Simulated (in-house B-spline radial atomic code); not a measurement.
## OEP/ALDAx excitations of Kr⁸⁺

Method: OEP/ALDAx. Computed with an all-electron radial atomic-structure program (B-spline basis): linear response of the closed shell [Ar] 3d10 with the adiabatic LDA exchange kernel on the exchange-only optimised effective potential; non-relativistic, point nucleus, no spin-orbit coupling, no double excitations, S, P, D and F terms only. Only terms of natural parity with L up to 3 were computed.

Without relativity these are model numbers for so heavy an element.

Command:
```bash
python run_td.py task.json out
```
Settings (radii: box in bohr, nucleus in fm):
```
Z                        36
electrons                28
configuration            [Ar] 3d10
hamiltonian              nr
method                   oep
box_radius               11.59
intervals                73
```

Cost of the run: 1.8 s on 1 thread of Arm Neoverse N1 (shared host).

The lowest states, in the order of their Tamm-Dancoff energies; the method's threshold (minus the highest occupied level) is 237.08 eV. Labels give the largest channel, * marks a mixed state, and oscillator strengths are full-response dipole values. Semilocal kernels can invert the small singlet-triplet splittings of Rydberg terms. Energies in eV:

```tsv
state	full response	Tamm-Dancoff	oscillator strength
3d → 4s 3D	88.23	88.24	-
3d → 4s 1D	89.16	89.18	-
3d → 4p 3P	106.27	106.29	-
3d → 4p 3F	106.69	106.71	-
3d → 4p 1F	?	?	-
3d → 4p 1P	108.82	108.92	0.544
3d → 4d 3S	135.17	135.22	-
3d → 4d 3D	136.91	136.92	-
3d → 4d 1D	138.06	138.08	-
3d → 4d 1S	146.10	147.17	-
3d → 5s 3D	158.73	158.73	-
3d → 5s 1D	159.01	159.01	-
3d → 4f 3P	163.12	163.13	-
3d → 4f 3F	163.63	163.63	-
3d → 4f 1F	164.05	164.05	-
3d → 4f 1P	166.01	166.15	1.49
3d → 5p 3P	166.14	166.15	-
3d → 5p 3F	166.27	166.27	-
3d → 5p 1F	166.52	166.52	-
3d → 5p 1P	166.95	166.98	0.264
3d → 5d 3S	?	?	-
3d → 5d 3D	178.78	178.79	-
```

Problem. Where does 3d → 5d 3S lie?

Solution. At 178.18 eV in full response, 178.20 eV in Tamm-Dancoff.

Problem. Where does 3d → 4p 1F lie?

Solution. At 107.45 eV in full response, 107.46 eV in Tamm-Dancoff.

Problem. How large is the singlet-triplet splitting of 3d → 4s (D terms) in Tamm-Dancoff?

Solution. 0.932 eV, from the unrounded values.

Problem. What polarisabilities and dispersion coefficient does the method give?

Solution. Dipole 0.2003 bohr³, quadrupole 0.1308 bohr⁵, C6 0.233 hartree·bohr⁶ for two such species.
